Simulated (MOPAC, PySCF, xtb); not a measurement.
Noncovalent pair: CH5N (SMILES CN) (first 7 atoms) with CH4S (SMILES CS); geometry from B3LYP-D3(BJ)/def2-TZVP, rigid monomers moved along the line of their centres of mass till N2···H13 is 2.48 Å.
(charge 0, multiplicity 1):
```tsv
atom	x (Å)	y (Å)	z (Å)
C	0.4179	0.3904	0.4630
N	-0.3624	-0.8173	0.7383
H	1.4249	0.2622	0.8616
H	-0.0348	1.2331	0.9871
H	0.5030	0.6492	-0.5993
H	0.0695	-1.6356	0.3269
H	-1.2953	-0.7431	0.3505
C	1.1624	0.1104	4.6063
S	-0.6450	-0.0719	4.4524
H	1.5505	0.8286	3.8860
H	1.3594	0.4816	5.6106
H	1.6652	-0.8471	4.4832
H	-0.6385	-0.5666	3.1912
```

Monomers are frozen at their geometry in the pair; levels with a basis set take the counterpoise correction. Rows marked so take none.

Rows in 6-31G* carry no dispersion term and start afresh at each structure (6-31G* with six Cartesian d functions). The state that AM1, PM6 reach isn't checked.

Programs: MOPAC for AM1, PM6 (differences of heats of formation); PySCF for 6-31G* rows; xtb for the GFN methods. 

Question: One of these levels gives -31.8 meV for the interaction energy. Which one is it?
A. GFN-FF
B. HF/6-31G* (no counterpoise)
C. PM6
D. AM1

Answer: D, AM1. The others give -142.1 (GFN-FF), -119.9 (PM6), -97.5 (HF/6-31G* (no counterpoise))
